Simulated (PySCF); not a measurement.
Polarisability and C₆ of Fe²⁺ (iron, charge +2)

[Ar] 3d5 4s1, high-spin 7S determinant (an excited configuration). All numbers are calculated (PySCF 2.14, the non-relativistic Hamiltonian (point nucleus), in def2-QZVPPD (11s6p5d4f2g, 100 functions)). Coupled (time-dependent) response in atomic units; α is the mean over directions.

| method | mean α (bohr³) | C₆ (like pair) | S(−4) |
| --- | --- | --- | --- |
| UHF | 20.68 | 81.41 | 413.6 |
| PBE | 15.50 | 57.86 | 211.2 |

S(−4) is the Cauchy moment in α(ω) = α(0) + S(−4) ω² + …

α(iu) at UHF:

```json
{"u (hartree)": "0", "α(iu) (bohr³)": "20.68"}
{"u (hartree)": "0.0500", "α(iu) (bohr³)": "19.70"}
{"u (hartree)": "0.100", "α(iu) (bohr³)": "17.29"}
{"u (hartree)": "0.200", "α(iu) (bohr³)": "11.87"}
{"u (hartree)": "0.300", "α(iu) (bohr³)": "8.145"}
{"u (hartree)": "0.500", "α(iu) (bohr³)": "4.603"}
{"u (hartree)": "0.750", "α(iu) (bohr³)": "2.925"}
{"u (hartree)": "1.00", "α(iu) (bohr³)": "2.158"}
{"u (hartree)": "1.50", "α(iu) (bohr³)": "1.425"}
{"u (hartree)": "2.00", "α(iu) (bohr³)": "1.051"}
{"u (hartree)": "3.00", "α(iu) (bohr³)": "0.6549"}
{"u (hartree)": "5.00", "α(iu) (bohr³)": "0.3271"}
```

A single London oscillator, α(iu) = α/(1 + u²/ω²), gives C₆ = (3/4) ω α². Matching the computed C₆ needs ω = 4 × 81.41 / (3 × 20.68²) = 0.254 hartree.

For an ion, C₆ is the dispersion term alone; charge-induced terms of lower order in 1/R come first.
